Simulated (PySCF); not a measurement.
# Spinor energies of Ni³⁺ (nickel, charge +3)

Start: [Ar] 3d6 4s1; 3d3/2 filled at m_j = +3/2; 3d5/2 filled at m_j = -3/2, -1/2, +1/2, +3/2, +5/2; 4s1/2 filled at m_j = +1/2. Calculated with PySCF 2.14 in x2c-TZVPall-2c (6s7p4d1f, 54 functions): generalised Hartree-Fock with the X2C-1e Hamiltonian and a Gaussian nucleus; one run each with spin-orbit coupling (SO) switched off, then screened by Boettger's factors. This is a chosen level, not necessarily the ground level.

```json
{"spinor shell": "1s1/2", "electrons": "2", "ε, spin-free (eV)": "-8453.4", "ε, screened SO (eV)": "-8453.2", "weight of nominal j (screened SO)": "1.000", "rms radius, screened SO (bohr)": "0.0624"}
{"spinor shell": "2s1/2", "electrons": "2", "ε, spin-free (eV)": "-1103.2", "ε, screened SO (eV)": "-1103.1", "weight of nominal j (screened SO)": "1.000", "rms radius, screened SO (bohr)": "0.265"}
{"spinor shell": "2p1/2", "electrons": "2", "ε, spin-free (eV)": "-952.18", "ε, screened SO (eV)": "-964.75", "weight of nominal j (screened SO)": "0.987", "rms radius, screened SO (bohr)": "0.236"}
{"spinor shell": "2p3/2", "electrons": "4", "ε, spin-free (eV)": "-952.18", "ε, screened SO (eV)": "-946.00", "weight of nominal j (screened SO)": "0.993", "rms radius, screened SO (bohr)": "0.239"}
{"spinor shell": "3s1/2", "electrons": "2", "ε, spin-free (eV)": "-185.34", "ε, screened SO (eV)": "-185.33", "weight of nominal j (screened SO)": "1.000", "rms radius, screened SO (bohr)": "0.781"}
{"spinor shell": "3p1/2", "electrons": "2", "ε, spin-free (eV)": "-138.05", "ε, screened SO (eV)": "-140.08", "weight of nominal j (screened SO)": "0.657", "rms radius, screened SO (bohr)": "0.820"}
{"spinor shell": "3d5/2", "electrons": "5", "ε, spin-free (eV)": "-69.557", "ε, screened SO (eV)": "-70.743", "weight of nominal j (screened SO)": "0.583", "rms radius, screened SO (bohr)": "0.927"}
{"spinor shell": "3d3/2", "electrons": "1", "ε, spin-free (eV)": "-69.557", "ε, screened SO (eV)": "-63.663", "weight of nominal j (screened SO)": "0.785", "rms radius, screened SO (bohr)": "0.957"}
{"spinor shell": "4s1/2", "electrons": "1", "ε, spin-free (eV)": "-39.959", "ε, screened SO (eV)": "-39.958", "weight of nominal j (screened SO)": "1.000", "rms radius, screened SO (bohr)": "2.39"}
```

(1) Where does 3p3/2 lie, and what is the 3p spin-orbit splitting (screened SO)?

```
   quantity    spin-free  screened SO
E (hartree)  -1516.53433  -1516.57085
        M_J          9/2          9/2
       ⟨J²⟩       24.755       24.755
       ⟨L²⟩        6.003        6.017
       ⟨S²⟩        8.751        8.743
```

Each row is a mean over spinors that exchange with the open shell spreads, by up to 18.998 eV (3p3/2).

Rows whose weight is well below 1 are mixtures of j = l ± 1/2: exchange outweighs spin-orbit coupling there, and the label is only the starting occupation.

Without spin-orbit coupling the j labels of p, d and f shells carry no meaning; the spin-free column gives the mean over the occupied spinors of each nl shell.

Results:

(1) At -137.05 eV, 3.032 eV above 3p1/2.
